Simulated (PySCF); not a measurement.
From one molecule to another.

First species: C3H11FSSi2.
SMILES: `CC[Si@@H](CF)S[SiH3]`

Second species: C4H7NSi.
SMILES: `C#C[C@H]1NC[SiH2]1`

Levels: PBE0/def2-SVPD for dipole moment, HOMO energy, LUMO energy, HOMO–LUMO gap, static isotropic polarisability and electronic spatial extent ⟨r²⟩ about the centre of nuclear charge; TDDFT PBE0/def2-SVPD for lowest singlet excitation; TDA PBE0/def2-SVPD for lowest triplet excitation (Tamm–Dancoff); GFN2-xTB for rotational constant A and rotational constant C. Geometries: GFN2-xTB. Each structure is a single optimised conformer of the isolated species, non-relativistic unless stated; the electronic structure was computed with PySCF and density fitting.

Dipoles, sizes and rotational constants follow the conformer. The torsions of the flexible species, by atom-mapped SMILES:
- `[CH3:1][CH2:2][Si@@H:3]([CH2:4][F:5])[S:6][SiH3:7]`: C1–C2–Si3–C4 -179°, C2–Si3–C4–F5 -175°, C2–Si3–S6–Si7 -165°

Values for the first species:

```
Dipole moment                                                     : 1.77 D
HOMO energy                                                       : -7.17 eV
LUMO energy                                                       : -0.05 eV
HOMO–LUMO gap                                                     : 7.12 eV
Lowest singlet excitation                                         : 5.84 eV
Lowest triplet excitation (Tamm–Dancoff)                          : 5.47 eV
Static isotropic polarisability                                   : 112.2 au
Electronic spatial extent ⟨r²⟩ about the centre of nuclear charge : 1706 bohr²
Rotational constant A                                             : 1.824 GHz
Rotational constant C                                             : 0.678 GHz
```

(1) Estimate the same properties for the second species, and the change in each.

Answers

(1) 
| property | first | second | second less first |
| --- | --- | --- | --- |
| dipole moment | 1.77 D | 1.70 D | -0.07 D |
| HOMO energy | -7.17 eV | -6.70 eV | +0.47 eV |
| LUMO energy | -0.05 eV | -0.20 eV | -0.15 eV |
| HOMO–LUMO gap | 7.12 eV | 6.50 eV | -0.62 eV |
| lowest singlet excitation | 5.84 eV | 5.28 eV | -0.56 eV |
| lowest triplet excitation (Tamm–Dancoff) | 5.47 eV | 5.06 eV | -0.41 eV |
| static isotropic polarisability | 112.2 au | 79.6 au | -32.6 au |
| electronic spatial extent ⟨r²⟩ about the centre of nuclear charge | 1706 bohr² | 744 bohr² | -962 bohr² |
| rotational constant A | 1.824 GHz | 5.799 GHz | +3.975 GHz |
| rotational constant C | 0.678 GHz | 1.681 GHz | +1.003 GHz |

On the first: The principal polarisabilities are 92.2, 108.7 and 135.7 au; their mean is the isotropic value. The polarisability is 16.63 Å³ as a volume (1 au = 0.148185 Å³), or 1.37 au for each of the 82 electrons.

On the second: In atomic units the dipole is 0.67 e·bohr (1 au = 2.5417 D). In wavenumbers S1 is 42600 cm⁻¹ (1 eV = 8065.54 cm⁻¹).
